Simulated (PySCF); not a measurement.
# Spin-rotation constants: `C=C1CC(=C)[C@@H]([C@@H](C)O)C1`, C9H14O

Molfile (atoms numbered from 1):
```
C9H14O
     RDKit          3D

 24 24  0  0  0  0  0  0  0  0999 V2000
   -2.9161   -1.0474   -1.1066 C   0  0  0  0  0  0  0  0  0  0  0  0
   -1.8669   -0.3784   -0.6653 C   0  0  0  0  0  0  0  0  0  0  0  0
   -1.5961    1.0835   -0.8911 C   0  0  0  0  0  0  0  0  0  0  0  0
   -0.1966    1.3130   -0.3805 C   0  0  0  0  0  0  0  0  0  0  0  0
    0.3402    2.4970   -0.1525 C   0  0  0  0  0  0  0  0  0  0  0  0
    0.4581   -0.0335   -0.1614 C   0  0  1  0  0  0  0  0  0  0  0  0
    1.5479   -0.0594    0.9224 C   0  0  1  0  0  0  0  0  0  0  0  0
    1.9798   -1.4926    1.2452 C   0  0  0  0  0  0  0  0  0  0  0  0
    2.6711    0.7136    0.5544 O   0  0  0  0  0  0  0  0  0  0  0  0
   -0.7323   -0.9562    0.1329 C   0  0  0  0  0  0  0  0  0  0  0  0
   -3.0422   -2.0992   -0.9129 H   0  0  0  0  0  0  0  0  0  0  0  0
   -3.6955   -0.5681   -1.6742 H   0  0  0  0  0  0  0  0  0  0  0  0
   -1.6698    1.3357   -1.9527 H   0  0  0  0  0  0  0  0  0  0  0  0
   -2.3193    1.7083   -0.3618 H   0  0  0  0  0  0  0  0  0  0  0  0
    1.3441    2.6060    0.2165 H   0  0  0  0  0  0  0  0  0  0  0  0
   -0.2143    3.4038   -0.3306 H   0  0  0  0  0  0  0  0  0  0  0  0
    0.9169   -0.3453   -1.1116 H   0  0  0  0  0  0  0  0  0  0  0  0
    1.1681    0.4237    1.8293 H   0  0  0  0  0  0  0  0  0  0  0  0
    2.8431   -1.4644    1.9060 H   0  0  0  0  0  0  0  0  0  0  0  0
    1.1841   -2.0398    1.7399 H   0  0  0  0  0  0  0  0  0  0  0  0
    2.2570   -2.0208    0.3337 H   0  0  0  0  0  0  0  0  0  0  0  0
    3.0481    0.3387   -0.2500 H   0  0  0  0  0  0  0  0  0  0  0  0
   -0.9803   -0.9003    1.1973 H   0  0  0  0  0  0  0  0  0  0  0  0
   -0.5406   -1.9981   -0.1188 H   0  0  0  0  0  0  0  0  0  0  0  0
  1  2  2  0
  2  3  1  0
  3  4  1  0
  4  5  2  0
  4  6  1  0
  6  7  1  0
  7  8  1  0
  7  9  1  0
  6 10  1  0
 10  2  1  0
  1 11  1  0
  1 12  1  0
  3 13  1  0
  3 14  1  0
  5 15  1  0
  5 16  1  0
  6 17  1  6
  7 18  1  1
  8 19  1  0
  8 20  1  0
  8 21  1  0
  9 22  1  0
 10 23  1  0
 10 24  1  0
M  END
```

Level of theory: PySCF 2.14.0, GIAO B3LYP/pcSseg-1 magnetisability, rotational g tensor and spin-rotation constants, non-relativistic, gas phase. Geometry: GFN2-xTB.

(1) Give the nuclear spin-rotation constants along the inertial axes (H = +C I·J) beside the isotropic shieldings.

Results:

(1) Rotational constants 2.1607, 0.9813, 0.7048 GHz. A star marks the isotopologue with that one atom substituted, in its own axes.
| atom | isotope | Caa (kHz) | Cbb (kHz) | Ccc (kHz) | mean (kHz) | σ (ppm) |
| --- | --- | --- | --- | --- | --- | --- |
| H11 | 1H | -0.217 | 0.090 | -0.083 | -0.070 | 26.6 |
| H12 | 1H | 0.072 | -0.049 | -0.080 | -0.019 | 26.8 |
| H13 | 1H | -0.165 | -0.072 | -0.008 | -0.082 | 28.4 |
| H14 | 1H | -0.165 | -0.067 | -0.012 | -0.081 | 28.5 |
| H15 | 1H | 0.201 | -0.090 | -0.072 | 0.013 | 25.4 |
| H16 | 1H | -0.127 | 0.043 | -0.077 | -0.054 | 26.6 |
| H17 | 1H | -0.218 | -0.126 | 0.030 | -0.104 | 29.8 |
| H18 | 1H | -0.216 | -0.102 | 0.036 | -0.094 | 28.1 |
| H19 | 1H | 0.049 | -0.107 | -0.076 | -0.045 | 30.4 |
| H20 | 1H | -0.156 | -0.058 | -0.047 | -0.087 | 30.5 |
| H21 | 1H | -0.265 | -0.097 | 0.010 | -0.117 | 31.0 |
| H22 | 1H | -0.289 | -0.135 | 0.006 | -0.139 | 32.0 |
| H23 | 1H | -0.240 | -0.102 | 0.021 | -0.107 | 29.7 |
| H24 | 1H | -0.240 | 0.020 | -0.062 | -0.094 | 29.5 |
| C1 | 13C* | 0.650 | 0.412 | 0.107 | 0.390 | 69.7 |
| C2 | 13C* | 0.871 | 0.501 | 0.129 | 0.500 | 21.9 |
| C3 | 13C* | 0.378 | 0.174 | 0.150 | 0.234 | 138.4 |
| C4 | 13C* | 1.110 | 0.391 | 0.142 | 0.548 | 18.8 |
| C5 | 13C* | 0.889 | 0.328 | 0.102 | 0.440 | 66.3 |
| C6 | 13C* | 0.430 | 0.219 | 0.154 | 0.268 | 122.4 |
| C7 | 13C* | 0.480 | 0.247 | 0.176 | 0.301 | 102.8 |
| C8 | 13C* | 0.362 | 0.136 | 0.130 | 0.209 | 154.4 |
| O9 | 17O* | -0.294 | -0.133 | -0.062 | -0.163 | 250.5 |
| C10 | 13C* | 0.353 | 0.184 | 0.152 | 0.230 | 138.1 |

For the geometry as given, no vibrational averaging.
